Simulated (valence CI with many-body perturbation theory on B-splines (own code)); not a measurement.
Pd XVI: electric-dipole lines

Level of theory: valence CI with perturbative core correlation (CI+MBPT): three valence electrons over a frozen Dirac-Fock core [Ar] 3d10, radial functions for each j: 11 s, 11 p, 10 d, 8 f, 5 g, 2 h, with the one-electron correlation potential Σ1, the two-electron term Σ2, the three-electron term Σ3, Breit, model QED; selected CI, second order for the rest, scaled by the run's own slope (own B-spline code, finite nucleus).

No measured levels were compared; by estimate levels hold to about 250 cm⁻¹ or 0.2 % of their energy and the worst to 1 %, as in measured heavy ions of charge 2 to 7; those with d or f electrons hold less well.

Lines 201 to 250 of 551 in falling wavelength, among levels below 215.31 eV, chosen from the strongest by gf and those to the six lowest levels. Wavelengths and rates use the calculated energies, so an error of 1000 cm⁻¹ moves a line at 207.7 Å by 0.21 % and its rate by three times that or more. Electric multipoles are in the length gauge with retardation, E1 and E2 with the static RPA response of the core. Weak lines are less certain than strong ones. Lines between different terms over intervals too small for the method are left out, as are lines whose strength nearly cancels. Where a level lies close to another of its J and parity, the split of strength between their lines is uncertain. The highest levels of a list are the least certain.

Names give the largest LS component (configuration and term), which can be under half, so a name can repeat, a term be missing and a line seem to break the LS rules; names also repeat where a configuration has a term twice. Letters in brackets count levels of one name in rising energy.

```
λ vac (Å)               Upper               Lower   A (s⁻¹)  S (a.u.)
    207.7   4s4p4f ²G_7/2 [b]  4s4p4d ²F°_7/2 [b]  2.32e+10  8.20e-01
    207.6       4p²4f ⁴D°_7/2        4p²4d ²G_7/2  7.89e+09  2.79e-01
    207.0   4p4d² ⁴G°_9/2 [a]    4p²4d ²F_7/2 [a]  5.65e+09  2.47e-01
    206.5   4p4d² ⁴D°_7/2 [a]        4p²4d ⁴F_9/2  7.47e+09  2.60e-01
    206.0      4s4p4d ⁴D°_7/2        4s4p² ²D_5/2  6.89e+09  2.38e-01
    205.3        4p²4d ⁴D_3/2     4p³ ⁴S°_3/2 [b]  1.69e+10  2.90e-01
    205.2        4s4d² ²F_7/2      4s4p4d ²F°_5/2  8.20e+09  2.80e-01
    205.1      4s4p4d ⁴D°_5/2        4s4p² ²D_5/2  8.49e+09  2.17e-01
    204.8      4s4p4d ⁴F°_7/2        4s4p² ⁴P_5/2  8.18e+09  2.78e-01
    204.2       4p²4f ⁴G°_9/2        4p²4d ²G_9/2  1.33e+10  5.61e-01
    204.1       4s4p4f ⁴F_9/2      4s4p4d ⁴F°_9/2  1.47e+10  6.17e-01
    204.1        4s4d² ²F_7/2  4s4p4d ²F°_7/2 [b]  1.00e+10  3.37e-01
    203.8   4p4d² ⁴F°_7/2 [a]        4p²4d ⁴P_5/2  1.76e+10  5.88e-01
    203.6      4s4p4d ⁴F°_5/2        4s4p² ⁴P_3/2  2.48e+09  6.20e-02
    203.5   4p4d² ⁴G°_5/2 [b]    4p²4d ²F_5/2 [a]  1.32e+10  3.30e-01
    203.0   4s4p4f ²D_3/2 [a]  4s4p4d ²D°_3/2 [b]  2.21e+10  3.66e-01
    203.0   4s4p4f ²G_7/2 [a]  4s4p4d ²D°_5/2 [a]  1.19e+10  3.93e-01
    202.1   4p4d² ⁴D°_7/2 [a]        4p²4d ⁴F_7/2  1.17e+10  3.82e-01
    202.1   4s4p4f ⁴F_7/2 [a]      4s4p4d ⁴P°_5/2  8.16e+09  2.66e-01
    202.1   4p4d² ²P°_1/2 [a]    4p²4d ²D_3/2 [a]  3.73e+10  3.04e-01
    201.6        4s4d² ²P_3/2  4s4p4d ²D°_5/2 [c]  5.08e+10  8.21e-01
    201.6        4p²4d ²G_7/2         4p³ ²D°_5/2  1.00e+10  3.23e-01
    201.5  4s4p4d ²D°_5/2 [a]        4s4p² ²D_3/2  2.74e+10  6.64e-01
    201.5       4p4d² ⁴D°_3/2        4p²4d ⁴D_3/2  1.74e+10  2.81e-01
    200.8  4s4p4d ²D°_3/2 [a]        4s4p² ²D_3/2  4.12e+10  6.59e-01
    200.6         4p³ ²P°_3/2        4s4p² ⁴P_1/2  5.39e+08  8.59e-03
    200.5       4p4d² ⁴F°_9/2        4p²4d ²G_9/2  9.10e+09  3.62e-01
    200.3   4p4d² ⁴D°_7/2 [b]        4p²4d ²G_9/2  1.41e+10  4.46e-01
    200.3        4s4d² ²S_1/2  4s4p4d ²P°_1/2 [b]  6.62e+10  5.25e-01
    200.3    4p²4d ²D_3/2 [a]         4p³ ²P°_1/2  1.63e+10  2.58e-01
    200.0        4s4d² ²P_1/2  4s4p4d ²D°_3/2 [b]  9.48e+10  7.49e-01
    199.9        4s4d² ²P_3/2  4s4p4d ²P°_3/2 [b]  9.17e+10  1.44e+00
    199.6      4s4p4d ⁴P°_1/2        4s4p² ²D_3/2  6.93e+08  5.44e-03
    199.3       4p4d² ²D°_3/2    4p²4d ²F_5/2 [a]  2.37e+10  3.70e-01
    199.3  4s4p4d ²P°_1/2 [a]        4s4p² ²S_1/2  8.39e+10  6.56e-01
    198.7  4s4p4d ²D°_5/2 [b]        4s4p² ²D_5/2  4.98e+10  1.16e+00
    198.6       4p4d² ⁴D°_1/2        4p²4d ⁴D_1/2  2.99e+10  2.31e-01
    198.4   4p4d² ²P°_1/2 [b]    4p²4d ²D_3/2 [a]  2.71e+10  2.09e-01
    198.4      4s4p4d ⁴P°_3/2        4s4p² ²D_3/2  1.36e+10  2.09e-01
    198.1  4s4p4d ²P°_1/2 [b]        4s4p² ²P_3/2  3.02e+10  2.32e-01
    198.0   4p²4f ²G°_7/2 [a]        4p²4d ⁴F_5/2  7.45e+09  2.28e-01
    198.0   4p4d² ⁴D°_7/2 [b]        4p²4d ⁴D_7/2  9.45e+09  2.90e-01
    198.0      4s4p4d ⁴D°_5/2        4s4p² ²D_3/2  8.91e+09  2.05e-01
    197.8   4s4p4f ²F_7/2 [a]  4s4p4d ²D°_5/2 [b]  1.02e+10  3.11e-01
    197.7      4s4p4d ⁴P°_5/2        4s4p² ⁴P_5/2  1.40e+10  3.21e-01
    196.8        4p²4d ²S_1/2         4p³ ²P°_3/2  7.89e+10  5.94e-01
    196.6       4p4d² ⁴P°_5/2        4p²4d ⁴D_7/2  1.77e+10  3.98e-01
    196.3        4s4d² ²P_1/2  4s4p4d ²P°_1/2 [b]  4.07e+10  3.04e-01
    196.3   4p4d² ²G°_9/2 [a]        4p²4d ⁴F_9/2  8.47e+09  3.16e-01
    196.3      4s4p4d ⁴F°_3/2        4s4p² ⁴P_1/2  8.43e+08  1.26e-02
```
